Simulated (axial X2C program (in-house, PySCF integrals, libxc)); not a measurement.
Which molecule has these constants?

Calculated with an axial X2C code built on PySCF integrals, spin-free (one-electron X2C) or two-component (2c: spin–orbit coupling with atomic mean-field Coulomb and Gaunt terms, which also bring small scalar terms), in Dyall basis sets with cores contracted in-house; open shells are unrestricted.

A two-component CCSD(T) calculation in a Dyall 3-zeta basis gave Re = 2.089 Å, ωe = 522.5 cm⁻¹, De = 4.16 eV, Ω = 1/2.

Which molecule is it?
A. SiI
B. SiBr
C. SiCl

C. The others have SiBr 2.242 Å and 420.6 cm⁻¹ (Ω = 1/2); SiI 2.463 Å and 358.3 cm⁻¹ (Ω = 1/2).

Frozen shells (counts by l): SiCl Cl 2s1p, Si 2s1p, 11 electrons correlated; SiBr Br 3s2p1d, Si 2s1p, 11 electrons correlated; SiI I 4s3p2d, Si 2s1p, 11 electrons correlated. Coupled cluster in natural virtuals with an MP2 remainder. Where the outer core of a metal is frozen, bonds come out longer and ionisation energies lower.

Each entry is the lowest single determinant of a limited PBE0 search at one distance. De goes to single-determinant-based atoms at the same level (for ions the charge split of lowest energy) and is withheld (n/a) where an atom does not fit its ground term or J level. Main or longest-lived isotopes. Some light 2c atoms are not at their ground J level, so De misses part of their lowering (0.04 eV or less).
